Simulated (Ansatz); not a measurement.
Compare A (`O=C=C[SiH3]`) with its isomer B (`C1=C[SiH2]O1`).

Computed with Ansatz on PBE0-D4/def2-TZVP structures; ΔE is electronic, products minus reactants. CCSD(T)/CBS is the MP2 limit (def2-TZVPP, def2-QZVPP) plus CCSD(T) − MP2 in def2-TZVPP, frozen cores. Functionals use def2-TZVPP.

A:

```xyz
8

O     0.855    2.564    0.413
C     0.768    1.499   -0.027
C     0.638    0.287   -0.499
Si   -0.629   -0.856    0.208
H     1.299   -0.003   -1.308
H    -1.597   -1.280   -0.838
H     0.014   -2.076    0.763
H    -1.347   -0.135    1.289
```

B:

```xyz
8

C    -0.6264    0.9245    0.2089
C    -0.4661   -0.2361    0.8667
Si    0.6722   -0.6149   -0.5144
O     0.1374    0.9577   -0.9393
H    -1.2279    1.8070    0.4133
H    -0.9233   -0.5578    1.7861
H     2.1365   -0.6584   -0.2849
H     0.2976   -1.6220   -1.5364
```

(1) Which is lower in electronic energy at CCSD(T)/CBS, and by how much? (Estimate.)

(2) Give E(B) − E(A) in kJ/mol with r2SCAN-D4, HF/def2-TZVPP, BLYP-D4, CCSD/def2-TZVPP, CCSD(T)/def2-TZVPP, LDA (SPW92), ωB97M-V. (Estimate.)

(3) Does the order hold for the free energy at 298.15 K (harmonic terms from PBE0-D4)? (An estimate is asked.)

Largest T1 diagnostic: 0.016.

## Answers

(1) The calculation gave: B, by 27.9 kJ/mol.

(2) Computed: r2SCAN-D4 -8.7, HF/def2-TZVPP -3.1, BLYP-D4 9.4, CCSD/def2-TZVPP -21.8, CCSD(T)/def2-TZVPP -20.4, LDA (SPW92) -29.8, ωB97M-V -20.0. The order is the other way round with BLYP-D4.

(3) The calculation gave: Yes: G(B) − G(A) = -11.6 kJ/mol.

In def2-TZVPP, CCSD(T) changes the Hartree–Fock value by −17.3 kJ/mol (the triples alone add +1.3 kJ/mol) and MP2 by −17.5 kJ/mol. Leaving LDA and LC-ωPBE aside and taking each functional with its dispersion term where it has one, the values, not all of them listed here, spread over 35.2 kJ/mol, from PBE-QIDH to BLYP-D4. LDA lies −24.5 kJ/mol from PBE without D4.
